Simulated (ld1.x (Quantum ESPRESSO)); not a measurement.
Ag: one change to an RRKJ potential, before and after

```json
{"Element": "silver", "Generator": "ld1.x (Quantum ESPRESSO) 7.5", "Type": "norm-conserving RRKJ (Kleinman–Bylander form)", "Functional": "revPBE", "Relativity": "scalar-relativistic", "Frozen core": "[Ar] 3d10", "Valence charge": "19", "Reference configuration": "4s2 4p6 4d9 5s0 5p0 (charge +2)", "Partial waves": "4s (bound): rc 1.55 bohr; 4d (bound): rc 1.65 bohr; 4p (bound): rc 1.20 bohr", "Local potential": "the p channel", "Core correction": "none"}
```

All-electron outer shells of the reference configuration (revPBE, scalar-relativistic, ld1.x):

```tsv
shell	level (eV)	outermost node (bohr)	outermost maximum (bohr)
3d	-381.12	–	0.27
4s	-117.52	0.44	0.82
4p	-80.90	0.44	0.87
4d	-28.81	0.43	1.03
5s	-20.64	1.09	2.23
5p	-14.28	1.22	2.72
```

Change: wave 4d (bound): rc 1.65 bohr becomes 4d (bound): rc 2.28 bohr.

Cutoffs: the cutoffs (Ry, on a coarse ladder) from which the occupation-weighted sum of valence levels, in a spherical-Bessel basis at the reference potential, stays within 10 and 1 mRy of its value at 400 Ry; they do not see the model core or the augmentation charge, which bear on the density cutoff. Errors are all-electron minus pseudo energies relative to the spin-unpolarised reference configuration.

How do hardness, ghosts and transferability respond?

The potential gets neither clearly harder nor softer (110 Ry and 160 Ry → 110 Ry and 160 Ry); the p channel sets the loose cutoff, while the largest relative change is in d, which becomes softer; of the 7 tests that both files solve, the error grows in 2 and shrinks in 1 by more than 15 % and 0.3 meV (median size 836.0 → 797.0 meV); neither file shows a bound ghost.

| quantity | base | changed |
| --- | --- | --- |
| cutoff, loose | 110 Ry | 110 Ry |
| cutoff, tight | 160 Ry | 160 Ry |
| loose cutoff by channel (10 mRy a level) | s 35 Ry, d 50 Ry, p 70 Ry | s 35 Ry, d 30 Ry, p 70 Ry |
| bound ghosts | none | none |
| error for 4s2 4p6 4d10 5s1 5p0, meV [ΔE -29.64 eV] | +836 | +797 |
| error for 4s2 4p6 4d10 5s0 5p0, meV [ΔE -22.02 eV] | +2.4 | +18 |
| error for 4s2 4p6 4d8 5s0 5p0, meV [ΔE 36.11 eV] | +2.2 | +67 |
| error for 4s2 4p6 4d9 5s1 5p1, meV [ΔE -21.04 eV] | +1206 | +1182 |
| error for 4s2 4p6 4d9 5s2 5p0, meV [ΔE -25.51 eV] | +2110 | +2061 |
| error for 4s1 4p6 4d10 5s1 5p0, meV [ΔE 72.35 eV] | +1248 | +932 |
| error for 4s2 4p6 4d10 5s0 5p1, meV [ΔE -25.82 eV] | +23 | +22 |
